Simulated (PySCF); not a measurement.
A run for PySCF: R-HF/3-21G on GaH3 (SMILES [GaH3]), a point of a bond scan (R = 2.355 Å).

```python
from pyscf import gto, scf, dft, mp
from pyscf.data.elements import chemcore

mol = gto.M(
    atom='''
    Ga   -0.00000000    0.00000000   -0.00000000
    H     2.34889051   -0.16350207   -0.03075674
    H    -0.87742328   -1.30173746    0.00609279
    H    -0.68850373    1.41073884    0.01441170
    ''',
    basis='3-21g',
    charge=0, spin=0, verbose=3, max_memory=1800)
mf = scf.RHF(mol)
mf.conv_tol = 1e-8
mf.max_cycle = 100
mf.kernel()
if not mf.converged:
    mf = mf.newton().run(mf.mo_coeff, mf.mo_occ)
```

Task: Give the final energy of this run.

Result: -1915.4555 hartree.
